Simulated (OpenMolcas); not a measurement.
## Computed levels of neutral hafnium

```
Program             : OpenMolcas 26.06
Method              : RASSCF
Basis               : ANO-RCC-VTZP [8s7p5d3f2g1h]
Scalar Hamiltonian  : DKH2, point nucleus
Active space        : 4 electrons in 9 orbitals (RAS2 5d 6s; RAS3 6p, at most 2 electrons)
State averaging     : 2S+1 = 3 even, 55 roots; 2S+1 = 5 even, 10 roots kept (CI in the orbitals of an earlier block); 2S+1 = 1 even, 50 roots kept (CI in the orbitals of an earlier block, 43 in the spin-orbit step); 2S+1 = 3 odd, 72 roots (47 in the spin-orbit step); 2S+1 = 5 odd, 30 roots kept (CI in the orbitals of an earlier block); 2S+1 = 1 odd, 28 roots kept (CI in the orbitals of an earlier block)
Spin-orbit coupling : state interaction with AMFI integrals over the reference wave functions, term energies averaged over their components
```

With spin-orbit coupling, above the lowest level:

```tsv
Configuration	Term	J	E (cm⁻¹)	Measured (cm⁻¹)	g	Term weight %	Second
5d² 6s²	³F	2	0.0	0.0	0.691	93	7 ¹D
5d² 6s²	³F	3	2236	2357	1.084	100	
5d² 6s²	³F	4	4402	4568	1.245	98	2 ¹G
5d² 6s²	³P	0	5856	5522		98	2 ¹S
5d² 6s²	¹D	2	5994		1.196	52	42 ³P
5d² 6s²	³P	1	6797	6573	1.502	100	
5d² 6s²	³P	2	9303	8984	1.281	57	41 ¹D
5d 6s² 6p	³F°	2	10131	10509	0.732	64	23 ¹D°
5d² 6s²	¹G	4	11904	10533	1.006	98	2 ³F
5d 6s² 6p	³F°	3	13392	14542	1.055	72	23 5d² 6s 6p ⁵G°
5d 6s² 6p	¹D°	2	13757		0.742	48	40 5d² 6s 6p ⁵G°
5d³ 6s	⁵F	1	13790		0.018	96	4 ³D
5d³ 6s	⁵F	2	14527		1.004	97	3 ³D
5d 6s² 6p	³D°	1	14891	14018	0.507	93	4 5d² 6s 6p ⁵F°
5d³ 6s	⁵F	3	15581		1.249	98	
5d² 6s 6p	⁵G°	2	15670		0.656	45	24 5d 6s² 6p ³F°
5d² 6s 6p	⁵G°	3	16455		0.977	73	19 5d 6s² 6p ³F°
5d 6s² 6p	³F°	4	16668		1.204	51	48 5d² 6s 6p ⁵G°
5d 6s² 6p	³D°	2	16814	16163	1.105	83	7 ³F°
5d³ 6s	⁵F	4	16838		1.346	98	
5d³ 6s	⁵F	5	18157		1.392	96	4 ³G
5d² 6s 6p	⁵G°	4	18415		1.203	50	47 5d 6s² 6p ³F°
5d 6s² 6p	³D°	3	19180	18382	1.304	82	8 ³F°
5d 6s² 6p	³P°	1	19316	18143	1.418	90	5 5d² 6s 6p ⁵F°
5d 6s² 6p	³P°	0	19406	18270		96	3 5d² 6s 6p ⁵D°(1)
5d² 6s 6p	⁵G°	5	19801		1.269	98	
5d² 6s 6p	⁵F°	1	20104		0.080	92	4 5d 6s² 6p ³D°
5d 6s² 6p	³P°	2	20279	19791	1.402	74	11 5d² 6s 6p ⁵F°
5d² 6s 6p	⁵F°	2	20806		1.050	83	9 5d 6s² 6p ³P°
5d³ 6s	⁵P	1	21650		2.441	94	5 ³P(1)
5d² 6s 6p	⁵F°	3	21725		1.249	92	5 5d 6s² 6p ³D°
5d³ 6s	⁵P	2	21860		1.778	88	7 ³P(1)
5d² 6s 6p	⁵G°	6	22477		1.334	100	
5d² 6s 6p	⁵F°	4	22936		1.342	93	2 ³G°
5d³ 6s	⁵P	3	23127		1.654	96	3 ³D
5d² 6s²	¹S	0	23898	20328		93	5 5d³ 6s ³P(1)
5d³ 6s	³F(1)	2	24273		0.750	85	6 ³D
5d² 6s 6p	⁵D°(1)	0	24419			77	17 ⁵D°(2)
5d² 6s 6p	⁵F°	5	24542		1.384	91	7 ³G°
5d² 6s 6p	⁵D°(1)	1	24828		1.488	86	8 ⁵D°(2)
```

Against the 15 measured excited levels shown (NIST Handbook of Basic Atomic Spectroscopic Data) the mean absolute deviation is 850 cm-1; the largest miss in energy is 5d² 6s² ¹S₀: computed 23898, measured 20328 cm⁻¹ (+17.6 %).

Spin-orbit coupling puts the lowest level 2824 cm⁻¹ below the lowest spin-free term.

For ³F the intervals divided by the larger J are 745.5, 541.4 cm-1. Landé's interval rule makes them equal in pure LS coupling; they differ by 32 % of their mean. The multiplet is regular.

Some high roots are left out of the spin-orbit mixing, which shifts the levels that they would mix with. Without dynamic correlation excited terms often stand tens of per cent too high (terms of higher spin than the ground term too low), and those without a measured partner can miss by more than the paired ones. Some levels mix across a computed gap that differs much from the measured one, so their mixing is not that of the real levels. Terms from blocks run as CI alone lack orbitals of their own. Configurations are named by rounded mean occupations; where the s occupation lies near a half they are strongly mixed, a name can repeat and a true partner stay unpaired. A single d shell beside an s shell can misplace configurations of different d count against each other. Computed and measured levels are paired by configuration, term and J; levels that our copy of the source lacks, or whose pairing is in doubt (as where it misses far off the trend of its configuration), stay unpaired and out of the deviations. Only configurations of the active space appear. The first state left out of the spin-orbit step lies near 35000 cm-1 above the lowest spin-free state of the reference (among the parities and spins computed), and the list stops at four fifths of that energy or lower. The table shows the lowest 40 of 56 levels.

The term weight is that of the spin-free term in the level, not the purity of its configuration. A number in round brackets counts repeated terms of one configuration in the order of the reference energies. ° marks odd parity.
